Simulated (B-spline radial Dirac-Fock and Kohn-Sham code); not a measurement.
Kohn-Sham estimates against Dirac-Fock for the levels of Hf⁺

System: hafnium as Hf⁺, configuration [Xe] 4f14 5d1 6s2.

The density-functional columns are spherical, spin-unpolarised Dirac-Kohn-Sham results without Breit or QED terms: −ε is minus the orbital energy of the initial state and ΔSCF the difference of two total energies. The reference in the last column comes from Dirac-Fock energy differences between relaxed states, corrected for Breit and QED terms. All numbers are from a radial atomic solver, in eV; a selection of levels is shown. The Kohn-Sham columns are given as differences from the reference. For the 1s level of heavy atoms much of the gap between ΔSCF and the reference is the Breit and QED part, -318.6 eV here; for other levels the error of the functional can be larger.

```csv
level,PBE −ε − DF,PBE ΔSCF − DF,LDA −ε − DF,LDA ΔSCF − DF,Dirac-Fock
K (1s),-169.9,+364.5,-225.8,+306.9,65357.4
L1 (2s),-146.1,-50.7,-154.2,-58.4,11295.5
L2 (2p1/2),-105.2,+18.3,-108.9,+14.7,10756.1
L3 (2p3/2),-118.6,-11.8,-121.0,-13.9,9577.7
M1 (3s),-75.5,-49.2,-77.8,-51.3,2622.9
M2 (3p1/2),-59.8,-31.4,-60.8,-32.3,2385.8
M3 (3p3/2),-59.4,-33.6,-60.0,-34.1,2129.9
M4 (3d3/2),-38.8,-7.4,-38.7,-7.3,1733.8
M5 (3d5/2),-39.9,-9.5,-39.8,-9.3,1679.2
N1 (4s),-39.1,-27.3,-40.2,-28.3,559.7
N2 (4p1/2),-32.2,-20.5,-32.7,-21.0,462.0
N3 (4p3/2),-32.3,-21.0,-33.0,-21.6,403.7
N4 (4d3/2),-21.2,-10.1,-21.3,-10.2,243.2
N5 (4d5/2),-21.3,-10.3,-21.4,-10.4,232.5
N6 (4f5/2),-6.0,+3.8,-5.7,+4.1,33.09
N7 (4f7/2),-6.1,+3.6,-5.8,+3.9,31.44
O1 (5s),-10.8,-3.5,-10.6,-3.2,86.96
O2 (5p1/2),-5.9,+1.0,-5.6,+1.3,56.25
O3 (5p3/2),-5.9,+0.6,-5.7,+0.9,48.36
"O4,5 (5d)",-4.0,+0.8,-3.7,+1.1,14.64
P1 (6s),-1.5,+1.8,-1.3,+2.1,13.35
```

Values without a named source are computed, but for edge energies of neutral atoms, which are taken from tables.
